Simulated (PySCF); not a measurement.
Al(Cl)(OMe)(NH2) (CH5AlClNO), SMILES C[O][Al]([NH2])[Cl].

Geometry optimised at ωB97X-D3(BJ)/def2-SVP. The structure was generated by enumeration; whether it is a known compound was not checked. One conformer was computed; it need not be the lowest.

These are PySCF with ωB97X-D3(BJ)/def2-SVP values and carry that method's errors.

Frequencies are harmonic and unscaled.

```json
[
 {"mode": "1", "ν (cm⁻¹)": "81", "IR (km/mol)": "1.2", "moving atoms (share of kinetic energy)": "H 74 %, O 10 %"},
 {"mode": "2", "ν (cm⁻¹)": "84", "IR (km/mol)": "5.3", "moving atoms (share of kinetic energy)": "C 31 %, H 25 %, Cl 18 %, O 16 %"},
 {"mode": "3", "ν (cm⁻¹)": "85", "IR (km/mol)": "3.7", "moving atoms (share of kinetic energy)": "H 42 %, O 20 %, C 19 %, Cl 10 %"},
 {"mode": "4", "ν (cm⁻¹)": "172", "IR (km/mol)": "2.8", "moving atoms (share of kinetic energy)": "N 36 %, H 26 %, Cl 17 %, Al 11 %"},
 {"mode": "5", "ν (cm⁻¹)": "257", "IR (km/mol)": "46.1", "moving atoms (share of kinetic energy)": "Al 65 %, O 17 %"},
 {"mode": "6", "ν (cm⁻¹)": "260", "IR (km/mol)": "22.4", "moving atoms (share of kinetic energy)": "O 52 %, Al 13 %, Cl 10 %, H 9 %, N 9 %"},
 {"mode": "7", "ν (cm⁻¹)": "343", "IR (km/mol)": "0.2", "moving atoms (share of kinetic energy)": "H 99 %"},
 {"mode": "8", "ν (cm⁻¹)": "408", "IR (km/mol)": "210.9", "moving atoms (share of kinetic energy)": "H 79 %, N 20 %"},
 {"mode": "9", "ν (cm⁻¹)": "486", "IR (km/mol)": "22.9", "moving atoms (share of kinetic energy)": "Cl 46 %, Al 20 %, N 15 %, O 9 %"},
 {"mode": "10", "ν (cm⁻¹)": "645", "IR (km/mol)": "14.5", "moving atoms (share of kinetic energy)": "H 63 %, N 20 %"},
 {"mode": "11", "ν (cm⁻¹)": "765", "IR (km/mol)": "232.1", "moving atoms (share of kinetic energy)": "Al 45 %, H 18 %, O 13 %, N 11 %, C 9 %"},
 {"mode": "12", "ν (cm⁻¹)": "905", "IR (km/mol)": "104.0", "moving atoms (share of kinetic energy)": "Al 47 %, N 36 %, H 10 %"},
 {"mode": "13", "ν (cm⁻¹)": "1195", "IR (km/mol)": "38.3", "moving atoms (share of kinetic energy)": "H 68 %, C 22 %, O 10 %"},
 {"mode": "14", "ν (cm⁻¹)": "1199", "IR (km/mol)": "0.7", "moving atoms (share of kinetic energy)": "H 77 %, C 19 %"},
 {"mode": "15", "ν (cm⁻¹)": "1266", "IR (km/mol)": "339.1", "moving atoms (share of kinetic energy)": "O 56 %, C 31 %, H 10 %"},
 {"mode": "16", "ν (cm⁻¹)": "1488", "IR (km/mol)": "1.5", "moving atoms (share of kinetic energy)": "H 96 %"},
 {"mode": "17", "ν (cm⁻¹)": "1492", "IR (km/mol)": "2.3", "moving atoms (share of kinetic energy)": "H 95 %"},
 {"mode": "18", "ν (cm⁻¹)": "1495", "IR (km/mol)": "14.8", "moving atoms (share of kinetic energy)": "H 88 %, C 11 %"},
 {"mode": "19", "ν (cm⁻¹)": "1531", "IR (km/mol)": "58.7", "moving atoms (share of kinetic energy)": "H 89 %, N 11 %"},
 {"mode": "20", "ν (cm⁻¹)": "3023", "IR (km/mol)": "82.0", "moving atoms (share of kinetic energy)": "H 97 %"},
 {"mode": "21", "ν (cm⁻¹)": "3107", "IR (km/mol)": "44.8", "moving atoms (share of kinetic energy)": "H 90 %, C 10 %"},
 {"mode": "22", "ν (cm⁻¹)": "3117", "IR (km/mol)": "41.3", "moving atoms (share of kinetic energy)": "H 90 %, C 10 %"},
 {"mode": "23", "ν (cm⁻¹)": "3634", "IR (km/mol)": "39.9", "moving atoms (share of kinetic energy)": "H 96 %"},
 {"mode": "24", "ν (cm⁻¹)": "3725", "IR (km/mol)": "40.0", "moving atoms (share of kinetic energy)": "H 91 %, N 9 %"}
]
```
